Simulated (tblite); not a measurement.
Run record: tight-binding relaxation, heptalene (`C1=C2C=CC=CC=C2C=CC=C1`) [triplet].

Computed with GFN2-xTB geometry optimisation, gas phase (tblite 0.8.0). Start geometry: from a force field or distance geometry. The input is one job of a driver script: a line of settings, then coordinates in Å.

Input:
```
{"job": {"kind": "relax", "xc": "GFN2-xTB", "basis": "xTB"}, "charge": 0, "multiplicity": 3}
C      2.891100     0.123400    -0.727600
C      2.197900    -0.979300    -1.055400
C      0.995500    -1.476900    -0.427200
C     -0.022400    -0.747700     0.104100
C     -1.135200    -1.525800     0.683600
C     -2.434600    -1.184000     0.613500
C     -2.973800    -0.040200    -0.085700
C     -2.350700     1.128300    -0.307500
C     -1.018700     1.503000     0.106400
C      0.058500     0.715100     0.259900
C      1.286500     1.378700     0.701200
C      2.527700     1.085500     0.292000
H      3.799600     0.341000    -1.253800
H      2.610300    -1.626200    -1.829900
H      0.886400    -2.548500    -0.486300
H     -0.869600    -2.443500     1.203700
H     -3.161700    -1.840900     1.076600
H     -3.998500    -0.170100    -0.433800
H     -2.908700     1.903800    -0.832600
H     -0.912300     2.582900     0.254200
H      1.160600     2.177900     1.444100
H      3.361500     1.662700     0.699600
```

Task: Estimate the output.

Result: 
```
step      E/eV     max force
  0    -832.89830    3.168
  1    -833.23138    1.700
  2    -833.37435    0.610
  3    -833.42373    0.500
  4    -833.48310    0.525
  5    -833.50817    0.353
  6    -833.52179    0.230
  7    -833.53469    0.283
  8    -833.54888    0.294
  9    -833.56208    0.292
... (61 lines left out)
 71    -833.95393    0.035
 72    -833.95418    0.036
 73    -833.95440    0.027
 74    -833.95452    0.016
 75    -833.95458    0.018
 76    -833.95462    0.018
 77    -833.95468    0.016
 78    -833.95473    0.015
 79    -833.95477    0.011
 80    -833.95479    0.009
```

«max force» is the largest atomic force in eV/Å.

Task: From which step on does the largest force stay under 0.1 eV/Å, and how much energy is left to gain from there?

Result: From step 38 (0.097 eV/Å), 16.2 meV above the end.

In short: energy lowered by 24.4 kcal/mol over 80 steps; largest atomic force 0.009 eV/Å at the end.

Time: 1.2 s wall, 2.3 s CPU. Hardware: an Intel Xeon 6975P-C with 2 threads, no GPU, shared host with 192 logical CPUs at a one-minute load of 132.
Labels such as C1 count atoms from 1, the log's own numbers from 0.
